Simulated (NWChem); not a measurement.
Molecule: C$_{3}$H$_{6}$F$_{2}$; SMILES CC(C)(F)F

Computed with NWChem. Pople sets run with spherical d functions. All runs use the structure optimised with PBE0/def2-SVP. Level SCAN/6-31G*: energy and gradient on several grids; changes count from the extra-fine grid, which is no exact limit either.

```csv
grid,size of the energy change (μHa),largest change of a gradient component (μHa/bohr)
xcoarse,8000,7000
coarse,10000,2000
medium,6000,600
fine,900,400
xfine,< 10,< 30
```
